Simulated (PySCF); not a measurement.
PySCF was given this input:
```python
from pyscf import gto, scf, mcscf
import numpy

mol = gto.Mole()
mol.atom = '''
    Te    0.095049   -0.062731    0.367039
    C     0.180361    1.647870   -0.964980
    H    -2.203811    2.268852   -1.794504
    H     0.818035    1.433381   -1.813880
    H     0.592972    2.477015   -0.407373
    N    -0.702389   -1.402912   -0.957249
    H    -0.103160   -1.528468   -1.763124
    H    -1.602776   -1.093379   -1.300421
'''
mol.basis = 'sto-3g'
mol.charge = 0
mol.spin = 0
mol.verbose = 4
mol.build()

mf = scf.RHF(mol)
mf.kernel()
mc = mcscf.CASCI(mf, 5, 4)
mc.fix_spin_(ss=0.0)
mc.kernel()
occ = numpy.linalg.eigvalsh(mc.fcisolver.make_rdm1(mc.ci, mc.ncas, mc.nelecas))[::-1]
ss = mc.fcisolver.spin_square(mc.ci, mc.ncas, mc.nelecas)[0]
print('natural occupations', occ.round(4), ' <S^2>', round(ss, 4))
```

Q: What does this run give for the SCF-reference Mulliken (on the basis functions themselves) charges in atom order, SCF-reference HOMO energy, natural occupations of the active orbitals, total energy, number of basis functions?

A: 
```
Item                                                                                                                                                  Result
--------------------------------------------------------------------------------  --------------------------------------------------------------------------
SCF-reference Mulliken (on the basis functions themselves) charges in atom order  Te1 0.34, C2 -0.20, H3 -0.08, H4 0.06, H5 0.07, N6 -0.51, H7 0.16, H8 0.16
SCF-reference HOMO energy                                                                                                                           -5.10 eV
natural occupations of the active orbitals                                                                                      1.99, 1.35, 0.65, 0.01, 0.00
total energy                                                                                                                                   -6640.9656 Eh
number of basis functions                                                                                                                                 42
```
